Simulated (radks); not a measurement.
Ionisation of neutral fluorine, [He] 2s2 2p5, to [He] 2s2 2p4 as the strength of local exchange is varied. Calculated with a radial shooting solver on a logarithmic mesh with Libxc functionals: scalar-relativistic Kohn-Sham, Slater X-alpha exchange (alpha = 2/3 is LDA exchange), no correlation, spin-unpolarised, spherical densities, finite nucleus; Fermi nuclear charge, rms radius 2.8976 fm.

| alpha | E(F) (hartree) | exchange (hartree) | IE (eV) | -e of the level emptied (eV) | <r> of it (bohr) |
|---|---|---|---|---|---|
| 0.573 | -97.29685 | -7.61297 | 16.365 | 8.477 (2p) | 1.148 |
| 0.659 | -98.44563 | -8.84902 | 17.899 | 9.765 (2p) | 1.118 |
| 0.665 | -98.52623 | -8.93615 | 18.009 | 9.857 (2p) | 1.117 |
| 0.667 | -98.55311 | -8.96522 | 18.045 | 9.888 (2p) | 1.116 |
| 0.8 | -100.35540 | -10.92735 | 20.552 | 12.033 (2p) | 1.075 |
| 0.907 | -101.82637 | -12.54722 | 22.676 | 13.881 (2p) | 1.045 |
| 0.952 | -102.45057 | -13.23943 | 23.598 | 14.691 (2p) | 1.034 |
| 0.967 | -102.65937 | -13.47161 | 23.910 | 14.964 (2p) | 1.030 |

NIST Atomic Spectra Database: 17.423 eV (measured). The Delta-SCF value meets it near alpha = 0.63. Spin polarisation and multiplet splitting are left out, so open shells lie too high by an amount that depends on their filling.

Beside tabulated values, note that spin-unpolarised runs miss the spin-polarisation part of the exchange energy of open shells.
